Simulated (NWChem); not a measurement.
System: KF; SMILES [F][K]

The following NWChem deck was run.

```
start job
memory heap 200 mb stack 900 mb global 1100 mb
geometry units angstroms noautosym nocenter noautoz
  K      0.000000     0.000000    -0.726899
  F      0.000000     0.000000     1.449041
end
basis spherical
  * library def2-svpd
end
dft
  xc xpbe96 cpbe96
  iterations 150
end
property
  response 1 0.0
end
task dft property
```

All runs use the structure optimised with B3LYP/6-31G* (spherical d).

Static field.

Task: Predict the main results of this run. (PBE/def2-SVPD.) Quantities: isotropic polarisability (bohr³); anisotropy (bohr³).

Result: 
* **isotropic polarisability (bohr³)**: 20.6
* **anisotropy (bohr³)**: 11.6
